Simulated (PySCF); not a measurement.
Basis and Hamiltonian dependence of the excitation energy of O⁺

O⁺ [He] 2s2 2p3 (4S) → O⁺ [He] 2s1 2p4 (4P). All values are computed (PySCF 2.14, energy differences of UHF-based or UKS calculations, no spin-orbit coupling). Values in eV.

```json
{"basis": "aug-cc-pVDZ-DK", "Hamiltonian": "spin-free X2C", "functions": "23", "UHF": "15.112", "PBE": "14.246", "PBE0": "14.552", "MP2 (valence)": "15.143", "CCSD(T) (valence)": "15.069", "CCSD(T) (valence and next inner shell)": "n/a"}
{"basis": "aug-cc-pwCVDZ", "Hamiltonian": "non-relativistic", "functions": "27", "UHF": "15.053", "PBE": "14.196", "PBE0": "14.499", "MP2 (valence)": "15.121", "CCSD(T) (valence)": "15.046", "CCSD(T) (valence and next inner shell)": "n/a"}
{"basis": "ANO-RCC-VTZP", "Hamiltonian": "spin-free X2C", "functions": "30", "UHF": "14.973", "PBE": "14.106", "PBE0": "14.413", "MP2 (valence)": "15.010", "CCSD(T) (valence)": "14.932", "CCSD(T) (valence and next inner shell)": "14.914"}
{"basis": "x2c-TZVPPall", "Hamiltonian": "spin-free X2C", "functions": "31", "UHF": "14.965", "PBE": "14.104", "PBE0": "14.409", "MP2 (valence)": "15.005", "CCSD(T) (valence)": "14.947", "CCSD(T) (valence and next inner shell)": "14.926"}
{"basis": "x2c-TZVPPall with one added diffuse shell each of s, p, d type", "Hamiltonian": "spin-free X2C", "functions": "40", "UHF": "14.965", "PBE": "14.105", "PBE0": "14.410", "MP2 (valence)": "15.004", "CCSD(T) (valence)": "14.923", "CCSD(T) (valence and next inner shell)": "14.902"}
{"basis": "aug-cc-pVTZ-DK", "Hamiltonian": "spin-free X2C", "functions": "46", "UHF": "14.989", "PBE": "14.137", "PBE0": "14.440", "MP2 (valence)": "15.030", "CCSD(T) (valence)": "14.949", "CCSD(T) (valence and next inner shell)": "n/a"}
{"basis": "x2c-QZVPPall", "Hamiltonian": "spin-free X2C", "functions": "57", "UHF": "14.951", "PBE": "14.098", "PBE0": "14.402", "MP2 (valence)": "14.996", "CCSD(T) (valence)": "14.917", "CCSD(T) (valence and next inner shell)": "14.883"}
{"basis": "aug-cc-pCVTZ-DK", "Hamiltonian": "spin-free X2C", "functions": "59", "UHF": "14.984", "PBE": "14.129", "PBE0": "14.434", "MP2 (valence)": "15.044", "CCSD(T) (valence)": "14.961", "CCSD(T) (valence and next inner shell)": "14.929"}
{"basis": "def2-QZVPPD", "Hamiltonian": "non-relativistic", "functions": "66", "UHF": "14.899", "PBE": "14.044", "PBE0": "14.348", "MP2 (valence)": "14.943", "CCSD(T) (valence)": "14.858", "CCSD(T) (valence and next inner shell)": "14.823"}
{"basis": "dyall-av3z", "Hamiltonian": "non-relativistic", "functions": "71", "UHF": "14.900", "PBE": "14.044", "PBE0": "14.348", "MP2 (valence)": "14.980", "CCSD(T) (valence)": "14.897", "CCSD(T) (valence and next inner shell)": "n/a"}
{"basis": "dyall-acv3z", "Hamiltonian": "spin-free X2C", "functions": "76", "UHF": "14.953", "PBE": "14.097", "PBE0": "14.402", "MP2 (valence)": "15.033", "CCSD(T) (valence)": "14.949", "CCSD(T) (valence and next inner shell)": "14.932"}
{"basis": "aug-cc-pVQZ with one added diffuse shell each of s, p, d, f, g type", "Hamiltonian": "non-relativistic", "functions": "105", "UHF": "14.905", "PBE": "14.048", "PBE0": "14.354", "MP2 (valence)": "14.956", "CCSD(T) (valence)": "n/a", "CCSD(T) (valence and next inner shell)": "n/a"}
```

Frozen in the all-electron rows: valence: 1s2; valence and next inner shell: nothing.

Reference for a calculation without spin-orbit coupling: 14.870 eV (measured, between term centres; NIST).
